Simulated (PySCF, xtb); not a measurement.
H6Se, SMILES [SeH6].

GFN2-xTB in xtb at its own geometry gives an orbital gap of 7.55 eV and a dipole moment of 0.00 D.

Geometry: B3LYP-D3(BJ)/def2-TZVP.

Q: What does PBE/def2-TZVPD (PySCF) give? (An estimate is asked for; the answer gives what the named calculation found.)

A: gap 3.22 eV (levels -5.81 and -2.59 eV), dipole 0.00 D.
